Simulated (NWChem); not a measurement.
System: TlI cation, doublet; SMILES of the neutral closed-shell parent [I][Tl]

```xyz
2

Tl     0.0000     0.0000    -1.3326
I      0.0000     0.0000     2.0708
```
Atoms are numbered in this order, from 1.

Level: PBE0/def2-SVP with def2 effective core potentials on I, Tl, spin-unrestricted (NWChem), optimised geometry, unscaled harmonic frequencies. The state is orbitally degenerate and is run as one real component. This spin state was assumed; another may lie lower. def2 effective core potentials on I, Tl; no spin-orbit coupling.

| frequency (cm⁻¹) | IR intensity (km/mol) |
|---|---|
| 69 | 8.5 |

```yaml
zero_point_energy: 0.1 kcal/mol
thermal correction to the enthalpy at 298.15 K (with zero-point energy): 2.7 kcal/mol
heat capacity Cv: 6.9 cal/(mol K)
```

Rigid rotor and harmonic oscillator; modes under 100 cm⁻¹ make the entropy uncertain.
